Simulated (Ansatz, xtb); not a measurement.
Relaxing a trial structure of C2H9AlGeO

The starting geometry of this gas-phase singlet was built from a drawn formula by distance geometry and a force field; its bonds are those of `O[CH2][AlH][CH2][GeH3]`.

```xyz
14

C    -1.6083   -0.9877   -0.0484
C     0.5260    1.6912   -0.3314
Al   -1.2438    0.8323   -0.7445
Ge    1.9497    0.5551   -1.0900
O    -1.5211   -0.9841    1.3452
H    -1.6895   -1.9318    1.6168
H    -2.6302   -1.2757   -0.3349
H    -0.8314   -1.6853   -0.5120
H    -2.3451    1.6206   -1.5846
H     0.5352    2.6522   -0.8071
H     0.6664    1.7540    0.7385
H     1.9043   -0.8113   -0.4350
H     3.3121    1.2407   -0.8244
H     1.7590    0.4381   -2.6120
```

**Question.** Where would you expect an optimisation with r2SCAN-D4/def2-SVP to take it?

**Answer.** It keeps its bonds, and is `O[CH2][AlH][CH2][GeH3]`.

The energy falls by 0.29 eV over 15 steps:

| step | E − E(last) (eV) |
| --- | --- |
| 1 | 0.286 |
| 3 | 0.050 |
| 4 | 0.037 |
| 6 | 0.019 |
| 7 | 0.010 |
| 9 | 0.003 |
| 10 | 0.001 |
| 12 | 0.000 |
| 13 | 0.000 |
| 15 | 0.000 |

Final geometry (Å):

```xyz
14

C    -1.7242   -0.9053   -0.0680
C     0.3898    1.6552   -0.3307
Al   -1.2894    0.8423   -0.8834
Ge    1.9081    0.5742   -0.9408
O    -0.8674   -1.0485    1.0672
H    -0.9939   -1.9326    1.4357
H    -2.8007   -0.9874    0.2034
H    -1.5605   -1.7147   -0.8175
H    -2.2348    1.4683   -2.0038
H     0.5326    2.6878   -0.6906
H     0.4567    1.6549    0.7724
H     1.8700   -0.8110   -0.2789
H     3.2540    1.2502   -0.6181
H     1.8427    0.3748   -2.4708
```

From the same start GFN2-xTB ends elsewhere, differing in Al3–O5 (1.83 against 2.75 Å here).

The end wasn't checked by frequencies. Run with Ansatz 0.2.0, 2.1 min on 2 threads of Intel(R) Xeon(R) Processor @ 2.50GHz (Skylake/Cascade Lake), with other jobs on the host.
